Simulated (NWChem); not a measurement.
System meant: InCl$_{3}$; SMILES [Cl][In]([Cl])[Cl]

NWChem input:

```
start job
memory heap 200 mb stack 900 mb global 1100 mb
geometry units angstroms noautoz
  In     0.000000     0.000000     0.000000
  Cl     1.609854    -1.671806     0.000000
  Cl    -2.252754    -0.558271     0.000000
  Cl     0.642900     2.230077     0.000000
end
basis spherical
  In library def2-svp
  Cl library def2-svp
end
ecp
  In library def2-ecp
end
dft
  xc b3lyp
  iterations 4
  mulliken
end
task dft energy
```

End of the output:

```
    Atom       Charge   Shell Charges
 -----------   ------   -------------------------------------------------------
    1 In  21    20.98   1.38  0.54  0.68  0.36  3.03  2.84  1.02  0.58  9.41  1.13
    2 Cl  17    17.01   2.00  1.96  1.06  0.78  5.82  2.24  3.13  0.01
    3 Cl  17    17.01   2.00  1.96  1.06  0.78  5.82  2.24  3.13  0.01
    4 Cl  17    17.01   2.00  1.96  1.06  0.78  5.82  2.24  3.13  0.01

 center of mass
 --------------
 x =  -0.00000000 y =   0.00000000 z =   0.00000000

 moments of inertia (a.u.)
 ------------------
        1008.979206230917           0.000000000000           0.000000000000
           0.000000000000        1008.979206230916           0.000000000000
           0.000000000000           0.000000000000        2017.958412461833

     Multipole analysis of the density
     ---------------------------------

     L   x y z        total         alpha         beta         nuclear
     -   - - -        -----         -----         ----         -------
     0   0 0 0      0.000000    -36.000000    -36.000000     72.000000

     1   1 0 0      0.000000      0.000000      0.000000      0.000000
     1   0 1 0      0.000000      0.000000      0.000000     -0.000000
     1   0 0 1      0.000000      0.000000      0.000000      0.000000

     2   2 0 0    -48.439913   -269.476042   -269.476042    490.512170
     2   1 1 0     -0.000000     -0.000000     -0.000000     -0.000000
     2   1 0 1      0.000000      0.000000      0.000000      0.000000
     2   0 2 0    -48.439913   -269.476042   -269.476042    490.512170
     2   0 1 1      0.000000      0.000000      0.000000      0.000000
     2   0 0 2    -42.141866    -21.070933    -21.070933      0.000000

 ------------------------------------------------------------------------
 dft energy failed                                                                                  0
 ------------------------------------------------------------------------
 ------------------------------------------------------------------------
  current input line :
    21: task dft energy
 ------------------------------------------------------------------------
 ------------------------------------------------------------------------
 This type of error is most commonly associated with calculations not reaching convergence criteria
 ------------------------------------------------------------------------
 For more information see the NWChem manual at https://nwchemgit.github.io

0:dft energy failed:Received an Error in Communication
```

### Question
Can this run be used? If not, why, and what is the fix?

### Answer
Convergence was not reached. Cause: the SCF was allowed too few iterations. This input runs:
```
start job
memory heap 200 mb stack 900 mb global 1100 mb
geometry units angstroms noautoz
  In     0.000000     0.000000     0.000000
  Cl     1.609854    -1.671806     0.000000
  Cl    -2.252754    -0.558271     0.000000
  Cl     0.642900     2.230077     0.000000
end
basis spherical
  In library def2-svp
  Cl library def2-svp
end
ecp
  In library def2-ecp
end
dft
  xc b3lyp
  iterations 150
  mulliken
end
task dft energy
```
It converges to -1570.54914 Ha (B3LYP/def2-SVP with def2 effective core potentials on In).
